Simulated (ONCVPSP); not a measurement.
## Transferability test, ONCV potential for Mg

ONCVPSP 4.0.1 input, shortened (lines: element, Z, core and valence counts, functional; n l f; lmax; l rc ep ncon nbas qcut; lloc lpopt rc5 dvloc0; l nproj debl; icmod fcfact rcfact), PBE, non-relativistic:

```
  Mg 12.00    1    4        4      upf
    1    0    2.00
    2    0    2.00
    2    1    6.00
    3    0    1.00
    3    1    1.00
    1
    0    1.05    0.00    3    7   10.00
    1    1.15    0.00    3    7   11.50
    4    5    0.90    1.00
    0    2    1.30
    1    2    0.60
    0    0.00    0.00
```

Energies are relative to the spin-unpolarised reference configuration 2s2 2p6 3s1 3p1; without spin polarisation the order of configurations can differ from experiment.

```csv
valence configuration,charge,ΔE all-electron (eV),error AE − PS (meV)
2s2 2p6 3s2 3p0,0,-3.476,0.0
2s1 2p6 3s2 3p0,+1,87.685,-267
```

Problem. What are ΔE and the potential's error for 2s2 2p6 3s0 3p0?

Solution. ΔE = 19.474 eV all-electron; the error (AE − PS) is -0.5 meV.

Problem. What are ΔE and the potential's error for 2s2 2p6 3s1 3p0?

Solution. ΔE = 4.473 eV all-electron; the error (AE − PS) is +0.1 meV.
